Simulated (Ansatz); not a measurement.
Cartesian coordinates (Å):
```xyz
8

C      1.5432     0.1672    -0.1555
C      0.2840    -0.1826    -0.0559
C     -0.9768    -0.5392     0.0434
O     -2.0500     0.2943     0.2788
H      2.2045     0.1979     0.7174
H      1.9939     0.4415    -1.1157
H     -1.2954    -1.5783    -0.0573
H     -1.7096     1.2044     0.3589
```
Charge +1, spin multiplicity 2.

The numbers are results of frozen-core CCSD(T)/cc-pVTZ // PBE-D3(BJ)/def2-TZVP in Ansatz (a program for electronic structure), not measurements. The geometry is that of the parent before the electron was removed.

```
Item                           Result
----------------------  -------------
HF energy               -190.49383 Ha
MP2 correlation energy    -0.66068 Ha
```

Task: Estimate the CCSD correlation energy, the (T) correction, the total energy and the T1 diagnostic.

Result: 
```
Property                         Value
-----------------------  -------------
CCSD correlation energy    -0.69626 Ha
(T) correction             -0.03231 Ha
CCSD(T) total energy     -191.22240 Ha
T1 diagnostic                    0.035
```
